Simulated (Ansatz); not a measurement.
Level of theory: frozen-core CCSD(T)/cc-pVTZ // PBE0-D4/def2-TZVP (Ansatz, a program for electronic structure). The geometry is that of the parent before the electron was removed.

Ansatz 0.2 input:
```yaml
crystal:
  periodic: [false, false, false]
  atoms:
    - { symbol: O, position_ang: [2.020096, -0.32558, -0.03641] }
    - { symbol: C, position_ang: [0.839038, -0.135228, -0.015123] }
    - { symbol: C, position_ang: [-0.506476, -0.594005, 0.063059] }
    - { symbol: C, position_ang: [-0.296167, 0.723367, -0.048593] }
    - { symbol: H, position_ang: [-1.271153, -1.355851, 0.147487] }
    - { symbol: H, position_ang: [-0.785336, 1.687296, -0.11042] }
basis:
  gaussian: { orbitals: cc-pVTZ }
correlation:
  method: ccsd_t
total_charge: 1
magnetization:
  spin_polarized: true
  initial_magnetization: 1
```

Output:

```
Functional definition: HF
861 factors; integrals over basis functions are off by at most 1.2e-3 eV
mean field evaluation 1: about -5145.4226 eV, gradient 3.2e1 eV
mean field evaluation 2: about -5145.4288 eV, gradient 3.2e1 eV
mean field evaluation 4: about -5150.3469 eV, gradient 5.0e0 eV
mean field evaluation 8: about -5151.1387 eV, gradient 4.5e-1 eV
mean field evaluation 16: about -5147.9703 eV, gradient 2.7e1 eV
mean field evaluation 32: about -5149.9017 eV, gradient 1.6e-6 eV
mean field evaluation 64: about -5149.8894 eV, gradient 5.0e-1 eV
mean field evaluation 96: about -5145.8068 eV, gradient 1.1e0 eV
mean field evaluation 128: about -5149.8974 eV, gradient 1.0e-1 eV
mean field -5151.14384136 eV, -189.3010445995 hartree, gradient 2.8e-6 eV, S^2 0.776920; 6 other end points of the search recorded, 0 dependent functions left out
determinant -5151.14384136 eV, -189.3010445995 hartree, with singles and doubles -5168.74260323 eV, -189.9477871691 hartree
determinant -5149.90172691 eV, -189.2553977353 hartree, with singles and doubles -5167.13690728 eV, -189.8887789313 hartree
4 core orbitals not correlated
reference -5151.14384136 eV, -189.3010445995 hartree; 10, 9 occupied and 134, 135 virtual orbitals, 861 factors
second order -16.68611741 eV of doubles, -0.00000000 eV of singles
cycle   1  -17.41449718 eV  change    -1.6e0 eV  update   2.4e-2
cycle   2  -17.46567534 eV  change   -5.1e-2 eV  update   6.0e-3
cycle   3  -17.46293785 eV  change    2.7e-3 eV  update   2.9e-3
cycle   4  -17.46768965 eV  change   -4.8e-3 eV  update   1.8e-3
cycle   5  -17.47060147 eV  change   -2.9e-3 eV  update   9.3e-4
cycle   6  -17.47224304 eV  change   -1.6e-3 eV  update   3.9e-4
cycle   7  -17.47268762 eV  change   -4.4e-4 eV  update   1.2e-4
cycle   8  -17.47285584 eV  change   -1.7e-4 eV  update   4.8e-5
cycle   9  -17.47286677 eV  change   -1.1e-5 eV  update   2.0e-5
cycle  10  -17.47287546 eV  change   -8.7e-6 eV  update   5.9e-6
perturbative correction -0.89026545 eV, -0.0327166518 hartree
Total energy: -5169.50698228 eV, -189.9758775809 hartree
```

Cost: very roughly 50 core-seconds.
